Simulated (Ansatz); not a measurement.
Relaxation of a periodic cell of 20 atoms, C₁₉O (surface graphene monolayer, adsorbate CO), to a largest force component of 0.03 eV/Å in at most 60 steps.

Theory: Ansatz, DFT PBEsol, scalar-relativistic, plane waves, PAW. Settings: PAW set soft_1, cutoff 420 eV, k mesh 2x2x1, gaussian smearing 0.05 eV, no spin polarisation.

```xyz
20
Lattice="7.3980 0.0000 0.0000 -3.6990 6.4069 0.0000 0.0000 0.0000 12.0000" Properties=species:S:1:pos:R:3
C 0.000 0.000 1.000
C 1.233 0.712 1.000
C -1.233 2.136 1.000
C 0.000 2.847 1.000
C -2.466 4.271 1.000
C -1.233 4.983 1.000
C 2.466 0.000 1.000
C 3.699 0.712 1.000
C 1.233 2.136 1.000
C 2.466 2.847 1.000
C 0.000 4.271 1.000
C 1.233 4.983 1.000
C 4.932 0.000 1.000
C 6.165 0.712 1.000
C 3.699 2.136 1.000
C 4.932 2.847 1.000
C 2.466 4.271 1.000
C 3.699 4.983 1.000
C 1.849 2.492 2.370
O 4.521 3.085 2.370
```

**Question.** Where does it end, and by what steps?

**Answer.** It converged. Limits of this set-up: coarse k mesh, slab without dipole correction, no dispersion correction for a molecule that may bind weakly, PAW files made for another functional. After 11 steps the energy has fallen by 2.187 eV; O20 moved furthest, 0.61 Å. Joined: C15–O20 (1.86 → 1.43 Å).

```csv
step,energy less start (eV),largest force component (eV/Å),accepted
0,0.0000,2.761,yes
1,-0.6607,1.422,yes
2,-1.1106,1.187,yes
3,-1.3875,0.758,yes
4,-1.6738,1.611,yes
5,-1.9195,1.050,yes
6,-2.1029,0.504,yes
7,-2.1477,0.524,yes
8,-2.1844,0.195,yes
9,-2.1863,0.097,yes
10,-2.1871,0.049,yes
11,-2.1874,0.008,yes
```

```xyz
20
Lattice="7.3980 0.0000 0.0000 -3.6990 6.4069 0.0000 0.0000 0.0000 12.0000" Properties=species:S:1:pos:R:3
C 0.026 0.022 0.804
C 1.254 0.694 0.849
C -1.193 2.155 0.919
C 0.003 2.879 0.896
C -2.433 4.322 0.947
C -1.210 4.997 0.897
C 2.496 0.018 0.896
C 3.710 0.713 1.038
C 1.219 2.117 1.024
C 2.439 2.929 1.321
C 0.032 4.298 0.949
C 1.266 5.026 0.918
C 4.947 0.042 0.941
C 6.191 0.750 0.887
C 3.713 2.142 1.393
C 4.985 2.891 1.232
C 2.493 4.340 0.950
C 3.725 5.004 0.859
C 1.515 2.586 2.472
O 4.484 2.497 2.549
```

The run took 56 s on 1 thread of Intel(R) Xeon(R) Platinum 8488C (Sapphire Rapids) (shared host), peak memory 0.71 GiB.
